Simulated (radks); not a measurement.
Removal energies from the titanium ion Ti4+, [Ar], by Delta-SCF beside the eigenvalue of the level emptied. Method: scalar-relativistic Kohn-Sham, r2SCAN, spin-polarised, spherical densities, finite nucleus; meta-GGA in the generalised Kohn-Sham scheme; Fermi nuclear charge, rms radius of each element as measured or else 0.836 A^(1/3) + 0.57 fm; computed with a radial shooting solver on a logarithmic mesh with Libxc functionals. Open shells are filled with parallel spins first.

removed from   final configuration  Delta-SCF (eV)  -eigenvalue (eV)
3p                    [Ne] 3s2 3p5          100.05            90.332
3s                    [Ne] 3s1 3p6          126.04            115.97
2p            [He] 2s2 2p5 3s2 3p6          533.02            504.65
2s            [He] 2s1 2p6 3s2 3p6          624.24            599.89
